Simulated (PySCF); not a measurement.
Pt²⁺ (platinum, charge +2) across methods

[Xe] 4f14 5d7 6s1, high-spin 5F determinant (an excited configuration). Computed with PySCF 2.14 in aug-cc-pwCVDZ-PP with ECP60MDF, with a scalar-relativistic core potential.

```csv
method,E (hartree),mean ε 5d α (eV),mean ε 5d β (eV),mean ε 6s α (eV),Σ⟨r²⟩ (bohr²),⟨S²⟩
CAM-B3LYP,-118.1907,-32.803,-30.634,-26.283,36.01,6.001
r2SCAN,-118.2943,-30.210,-27.526,-24.513,35.83,6.001
PBE,-118.2662,-29.593,-27.360,-24.203,36.02,6.000
r2SCAN0,-118.2477,-31.961,-29.235,-25.353,35.81,6.001
B3LYP,-118.2786,-31.030,-28.894,-24.879,36.01,6.001
M06,-118.2269,-31.322,-29.274,-24.737,35.88,6.001
LDA,-118.0095,-29.679,-27.402,-24.542,36.18,6.000
PBE0,-118.2382,-31.511,-29.109,-25.061,35.92,6.001
UHF,-117.52372,-36.340,-33.267,-26.906,35.97,6.004
```

Energies and moments cover only the electrons outside the core potential. Spin-orbit coupling, absent here, splits the open shell strongly.
